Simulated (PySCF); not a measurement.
Electron correlation in C⁺ (carbon, charge +1)

[He] 2s2 2p1, 2P determinant. All numbers are calculated (PySCF 2.14, the spin-free X2C one-electron Hamiltonian (Gaussian nucleus), in aug-cc-pVDZ-DK (4s3p2d, 23 functions)). Frozen: 1s2; 3 electrons correlated.

MP2 pair energies summed by pair of shells (mhartree):

```json
{"pair": "2s-2s", "energy": "-25.78", "share (%)": "61.9"}
{"pair": "2s-2p", "energy": "-15.87", "share (%)": "38.1"}
```

Total MP2 correlation energy: -41.65 mhartree.

Same-spin part -2.42 and opposite-spin part -39.23 mhartree; SCS-MP2 scales them by 1/3 and 6/5 to -47.88 mhartree.
